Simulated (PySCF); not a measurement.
Calculation: PBE0-D4/def2-TZVP // PBE0-D4/def2-SVP run with PySCF. Isolated molecules, 0 K electronic values unless said otherwise. One relaxed conformer stands for a flexible species; it need not be the lowest. Delta-SCF ions had no search for a lower state. Excitations are Tamm–Dancoff values on a coarser integration grid. The basis has no diffuse functions, so Rydberg states are missing or too high.

Reference species (SMILES): `C[O][Sn]([O]C)([O]C)[O]C` (neutral, multiplicity 1).

| Property | Value |
|---|---|
| HOMO | -7.95 eV |
| vertical ionisation energy (Delta-SCF) | 9.58 eV |
| T1 excitation (TDA) | 4.41 eV |
| LUMO | -1.65 eV |

After one change: the HOMO goes up by 0.43 eV; the vertical ionisation energy (Delta-SCF) decreases by 0.33 eV; the T1 excitation (TDA) increases by 0.30 eV; the LUMO rises by 0.74 eV.

Question: Which change was made? The new species is one of these.
A) `C[O][Sn]([NH2])([O]C)[O]C`
B) `[NH2][Sn]([NH2])([NH2])[NH2]`
C) `C[O][Sn]([NH2])([NH2])[NH2]`
D) `C[O][Sn]([NH2])([NH2])[O]C`

Answer: D, `C[O][Sn]([NH2])([NH2])[O]C`
